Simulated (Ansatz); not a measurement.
```yaml
crystal:
  periodic: [false, false, false]
  atoms:
    - {symbol: F, position_ang: [0.087662, -0.243495, 1.592194]}
    - {symbol: Si, position_ang: [0.054174, -0.066871, 0.031986]}
    - {symbol: F, position_ang: [1.053277, -1.108609, -0.586999]}
    - {symbol: Cl, position_ang: [0.954075, 2.089653, -0.439215]}
    - {symbol: Cl, position_ang: [0.654075, 1.789653, -0.439215]}
basis:
  gaussian: {orbitals: cc-pVTZ-DK, fitting: {mean_field: def2-universal-jkfit}}
hamiltonian: {xc: {name: PBEsol}}
```

```sh
$ ansatz run in.yaml --threads 2 --pin off --events-out ev --progress --plain --max-ram 22528MiB --backend cpu
```

Shortened log:

```
Functional definition: PBEsol
538 factors; integrals over basis functions are off by at most 9.0e-1 eV
mean field evaluation 1: about -37079.9529 eV, gradient 2.1e2 eV
mean field evaluation 2: about -36398.6447 eV, gradient 5.0e2 eV
mean field evaluation 4: about -37007.9777 eV, gradient 2.0e2 eV
mean field evaluation 8: about -37156.9132 eV, gradient 8.5e0 eV
mean field evaluation 16: about -37157.1309 eV, gradient 1.1e-2 eV
mean field -37157.13091699 eV, -1365.4993751913 hartree, gradient 4.8e-5 eV, S^2 0.000000; 3 other end points of the search recorded, 0 dependent functions left out
reference -37157.13094997 eV, -1365.4993764034 hartree; 33, 33 occupied and 129, 129 virtual orbitals, 538 factors
Total energy: -37157.13094997 eV, -1365.4993764034 hartree
Relativity: scalar
```

(1) Something in this input is off. What?

## Answers

(1) One atom was put on top of another. The run converged. The result belongs to that input, not to the molecule as meant.
